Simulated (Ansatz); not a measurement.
**Molecular dynamics of AgCl**

Input:

```yaml
crystal:
  periodic: [false, false, false]
  atoms:
    - { symbol: Cl, position_ang: [0.994027, -0.379795, 0.494231] }
    - { symbol: Ag, position_ang: [-0.964527, 0.319695, -0.490231] }
basis:
  gaussian: { orbitals: def2-SVP }
hamiltonian:
  xc: pbe0
  dispersion: d4
md:
  timestep: 2.0
  n_steps: 500
  ensemble: nvt_langevin
  temperature: 200.0
  initial_velocities: maxwell_boltzmann
  seed: 713948
  friction: 0.05
```

Command:

```bash
$ ansatz run input.yaml --threads 1 --pin off --max-ram 2048MiB --backend cpu --events-out ev --progress --plain --runs-dir out
```

It starts from a relaxed structure.

Output, in part (step lines, the closing report, with atoms numbered from 0):

```
md step     0: t =     0.00 fs  T =   100.0 K  F+E_penalty+E_count = -16514.13730877 eV  E_kin = 0.025852 eV  (28 SCF iters)
md step     1: t =     2.00 fs  T =    92.3 K  F+E_penalty+E_count = -16514.13696115 eV  E_kin = 0.023867 eV  (34 SCF iters)
md step     2: t =     4.00 fs  T =    80.9 K  F+E_penalty+E_count = -16514.13598658 eV  E_kin = 0.020919 eV  (34 SCF iters)
md step     3: t =     6.00 fs  T =    53.0 K  F+E_penalty+E_count = -16514.13472170 eV  E_kin = 0.013705 eV  (33 SCF iters)
md step     4: t =     8.00 fs  T =    53.8 K  F+E_penalty+E_count = -16514.13358792 eV  E_kin = 0.013910 eV  (26 SCF iters)
md step     5: t =    10.00 fs  T =   103.1 K  F+E_penalty+E_count = -16514.13284730 eV  E_kin = 0.026652 eV  (25 SCF iters)
md step     6: t =    12.00 fs  T =    57.4 K  F+E_penalty+E_count = -16514.13248744 eV  E_kin = 0.014836 eV  (23 SCF iters)
md step     7: t =    14.00 fs  T =   152.3 K  F+E_penalty+E_count = -16514.13189459 eV  E_kin = 0.039385 eV  (23 SCF iters)
[... lines left out ...]
md step   497: t =   994.00 fs  T =   122.0 K  F+E_penalty+E_count = -16514.11242234 eV  E_kin = 0.031535 eV  (33 SCF iters)
md step   498: t =   996.00 fs  T =   154.3 K  F+E_penalty+E_count = -16514.10792285 eV  E_kin = 0.039896 eV  (27 SCF iters)
md step   499: t =   998.00 fs  T =    93.3 K  F+E_penalty+E_count = -16514.10552589 eV  E_kin = 0.024132 eV  (25 SCF iters)
md step   500: t =  1000.00 fs  T =   112.6 K  F+E_penalty+E_count = -16514.10535555 eV  E_kin = 0.029120 eV  (29 SCF iters)
Total energy: -16514.10538345 eV, -606.8821791792 hartree
Atom 0 at     1.232407    -0.385212     0.351475 Å, force    -0.683787     0.034443    -0.354862 eV/Å
Atom 1 at    -0.877451    -0.278937    -0.743470 Å, force     0.683787    -0.034443     0.354862 eV/Å
Dipole moment:    -1.026847     0.051723    -0.532899 e Å
```

The steps, from the saved trajectory:

```json
{"time (fs)": "0.0", "T (K)": "100", "potential energy less start (eV)": "0.000"}
{"time (fs)": "32.0", "T (K)": "232", "potential energy less start (eV)": "0.000"}
{"time (fs)": "64.0", "T (K)": "161", "potential energy less start (eV)": "0.002"}
{"time (fs)": "96.0", "T (K)": "261", "potential energy less start (eV)": "0.001"}
{"time (fs)": "128.0", "T (K)": "378", "potential energy less start (eV)": "0.000"}
{"time (fs)": "160.0", "T (K)": "123", "potential energy less start (eV)": "0.002"}
{"time (fs)": "192.0", "T (K)": "272", "potential energy less start (eV)": "0.000"}
{"time (fs)": "224.0", "T (K)": "173", "potential energy less start (eV)": "0.002"}
{"time (fs)": "256.0", "T (K)": "187", "potential energy less start (eV)": "0.032"}
{"time (fs)": "288.0", "T (K)": "125", "potential energy less start (eV)": "0.003"}
{"time (fs)": "320.0", "T (K)": "260", "potential energy less start (eV)": "0.005"}
{"time (fs)": "352.0", "T (K)": "143", "potential energy less start (eV)": "0.000"}
{"time (fs)": "384.0", "T (K)": "99", "potential energy less start (eV)": "0.013"}
{"time (fs)": "416.0", "T (K)": "127", "potential energy less start (eV)": "0.019"}
{"time (fs)": "448.0", "T (K)": "104", "potential energy less start (eV)": "0.006"}
{"time (fs)": "480.0", "T (K)": "200", "potential energy less start (eV)": "0.019"}
{"time (fs)": "512.0", "T (K)": "128", "potential energy less start (eV)": "0.000"}
{"time (fs)": "544.0", "T (K)": "123", "potential energy less start (eV)": "0.007"}
{"time (fs)": "576.0", "T (K)": "172", "potential energy less start (eV)": "0.000"}
{"time (fs)": "608.0", "T (K)": "111", "potential energy less start (eV)": "0.006"}
{"time (fs)": "640.0", "T (K)": "211", "potential energy less start (eV)": "0.001"}
{"time (fs)": "672.0", "T (K)": "220", "potential energy less start (eV)": "0.001"}
{"time (fs)": "704.0", "T (K)": "152", "potential energy less start (eV)": "0.003"}
{"time (fs)": "736.0", "T (K)": "25", "potential energy less start (eV)": "0.007"}
{"time (fs)": "768.0", "T (K)": "176", "potential energy less start (eV)": "0.001"}
{"time (fs)": "800.0", "T (K)": "113", "potential energy less start (eV)": "0.012"}
{"time (fs)": "832.0", "T (K)": "290", "potential energy less start (eV)": "0.002"}
{"time (fs)": "864.0", "T (K)": "232", "potential energy less start (eV)": "0.001"}
{"time (fs)": "896.0", "T (K)": "133", "potential energy less start (eV)": "0.041"}
{"time (fs)": "928.0", "T (K)": "71", "potential energy less start (eV)": "0.021"}
{"time (fs)": "960.0", "T (K)": "258", "potential energy less start (eV)": "0.016"}
{"time (fs)": "992.0", "T (K)": "254", "potential energy less start (eV)": "0.019"}
```

The run went to its last step. The mean temperature of the second half is 11 % below the set value. A run of 1 ps of so small a system gives no equilibrium averages.

The same pairs are bonded in the first frame and the last. Pairs count as bonded within 1.25 times the sum of covalent radii (0.12 Å more for H–H).

Last frame:

```xyz
2
Properties=species:S:1:pos:R:3
Cl 1.232 -0.385 0.351
Ag -0.877 -0.279 -0.744
```

Time of the run: 11 min on 1 thread of Arm Neoverse V2, with other jobs on the host, peak memory 0.096 GiB.
